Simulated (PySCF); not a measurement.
Bonding in `C#CCC(=C)OC=O`

Species: C6H6O2.
Atom-mapped SMILES: `[CH:1]#[C:2][CH2:3][C:4](=[CH2:5])[O:6][CH:7]=[O:8]` (hydrogens: H9 on C1; H10, H11 on C3; H12, H13 on C5; H14 on C7)

Structure used (PBE0-D3(BJ)/def2-SVP), in Å, numbered top down from 1:
```xyz
14
C6H6O2 angstrom
C      2.3445   -1.5533    1.3796
C      1.8477   -0.5759    0.8680
C      1.2427    0.6040    0.2575
C     -0.2602    0.5430    0.2122
C     -1.0709    1.3857    0.8543
O     -0.6374   -0.5071   -0.5987
C     -1.8985   -0.9279   -0.7804
O     -2.8917   -0.4643   -0.3091
H      2.7834   -2.4204    1.8372
H      1.5454    1.5073    0.8079
H      1.6240    0.7116   -0.7735
H     -2.1541    1.3157    0.7991
H     -0.6157    2.1689    1.4624
H     -1.8661   -1.8016   -1.4630
```

Bond orders from the PBE0/pcSseg-1 density (PySCF). Geometry: PBE0-D3(BJ)/def2-SVP, one conformer, isolated molecule.

(1) How far do the computed orders between heavy atoms stray from the drawn ones?

(2) Give the Mayer order of every bond, beside its length.

## Answers

(1) The largest departure is 0.402, at C1–C2 (drawn triple, 2.598). Drawn double or triple, more than 0.30 short of the drawn order: C1–C2 (2.598).

(2) 
```
  bond  drawn as  length (Å)  Mayer order
 C1–C2    triple       1.210        2.598
 C2–C3    single       1.460        1.032
 C3–C4    single       1.505        1.047
 C4–C5    double       1.334        1.927
 C4–O6    single       1.379        0.917
 O6–C7    single       1.342        1.075
 C7–O8    double       1.193        1.980
 C1–H9    single       1.074        1.122
C3–H10    single       1.100        0.924
C3–H11    single       1.105        0.907
C5–H12    single       1.087        0.916
C5–H13    single       1.091        0.933
C7–H14    single       1.109        0.937
```

Bonds between the same two heavy elements. C–C: lowest C2–C3 (1.032, 1.460 Å), highest C1–C2 (2.598, 1.210 Å). C–O: lowest C4–O6 (0.917, 1.379 Å), highest C7–O8 (1.980, 1.193 Å).

Task: Sum the orders of all bonds at each heavy atom with more than one neighbour and set the sums beside the valence in the SMILES.

Result: C1 3.720 (drawn 4), C2 3.630 (drawn 4), C3 3.910 (drawn 4), C4 3.891 (drawn 4), C5 3.776 (drawn 4), O6 1.992 (drawn 2), C7 3.992 (drawn 4). Orders between atoms that aren't bonded are not in these sums.

Mayer orders depend on the basis set.
